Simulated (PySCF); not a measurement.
**Small edits and their spectra**

Starting compound: `C=CC(=C)C(=C)CCF`, C₈H₁₁F.

¹H NMR (400 MHz, computed): δ 6.76 (m, 1H), 5.75 (br s, 1H), 5.65 (m, 1H), 5.51 (m, 1H), 5.49 (m, 1H), 5.45 (m, 1H), 5.19 (br s, 1H), 4.58 (m, 2H), 2.86 (m, 2H). ¹³C{¹H} NMR (computed): δ 157.7 (C), 149.8 (C), 147.2 (CH), 124.7 (CH2), 124.6 (CH2), 123.1 (CH2), 86.0 (CH2), 47.6 (CH2).

No relativistic terms, isolated molecule, equivalent nuclei averaged, one computed conformer. Structure optimised with GFN2-xTB; shielding tensors at PBE0/pcSseg-1 (GIAO); PySCF 2.14.

δ = σ(ref) − σ, references computed at the same level: ¹H and ¹³C against TMS. Splittings of carbon signals by F and P are missing where no couplings were computed. Where no couplings were computed, multiplicities follow the n + 1 count of equivalent neighbours, and m marks all less simple cases (inequivalent or close neighbours, rings, F or P nearby). Shifts are as computed. Against solution values, carbons near 30 ppm lie about +3 ppm off and those near 130 ppm about +5 ppm. Of 1211 compounds with measured shifts, 218 miss one by over three times the rms of a fit or turn the order of signals round; such compounds aren't used in these exercises.

**Question.** What are the spectra after this edit: H on C replaced by CH3, giving `C=C(C)C(=C)C(=C)CCF`?

**Answer.** ¹H NMR (400 MHz, computed): δ 5.72 (br s, 1H), 5.53 (br s, 1H), 5.43 (m, 1H), 5.32 (br s, 1H), 5.31 (br s, 1H), 5.28 (m, 1H), 4.73 (m, 2H), 2.97 (m, 2H), 2.11 (s, 3H). ¹³C{¹H} NMR (computed): δ 159.3 (C), 155.4 (C), 154.3 (C), 127.3 (CH2), 126.1 (CH2), 114.1 (CH2), 86.1 (CH2), 44.8 (CH2), 25.2 (CH3).

**Question.** What are the spectra after this edit: C replaced by Si, giving `C=CC(=C)C(=C)[SiH2]CF`?

**Answer.** ¹H NMR (400 MHz, computed): δ 6.69 (m, 1H), 6.24 (br s, 1H), 6.00 (br s, 1H), 5.53 (m, 1H), 5.36 (m, 1H), 5.35 (m, 1H), 5.23 (m, 1H), 4.90 (m, 2H), 4.62 (m, 2H). ¹³C{¹H} NMR (computed): δ 158.2 (C), 152.4 (C), 146.2 (CH), 141.9 (CH2), 125.7 (CH2), 122.4 (CH2), 78.2 (CH2).

**Question.** What are the spectra after this edit: ring closed by a new C-C bond, giving `C=C1C(=C)C(CF)C1=C`?

**Answer.** ¹H NMR (400 MHz, computed): δ 5.81 (d, 2H), 5.63 (s, 2H), 5.46 (d, 2H), 4.67 (m, 2H), 3.75 (m, 1H). ¹³C{¹H} NMR (computed): δ 154.6 (C), 153.1 (C), 113.0 (CH2), 108.7 (CH2), 89.8 (CH2), 53.7 (CH).

**Question.** What are the spectra after this edit: H on C replaced by F, giving `C=CC(=C)C(=C)CC(F)F`?

**Answer.** ¹H NMR (400 MHz, computed): δ 6.79 (m, 1H), 6.00 (m, 1H), 5.96 (m, 1H), 5.84 (br s, 1H), 5.66 (m, 1H), 5.53 (br s, 1H), 5.36 (br s, 1H), 5.36 (br s, 1H), 2.83 (m, 2H). ¹³C{¹H} NMR (computed): δ 158.1 (C), 148.0 (C), 146.6 (CH), 127.6 (CH2), 127.2 (CH2), 123.7 (CH2), 121.4 (CH), 51.9 (CH2).
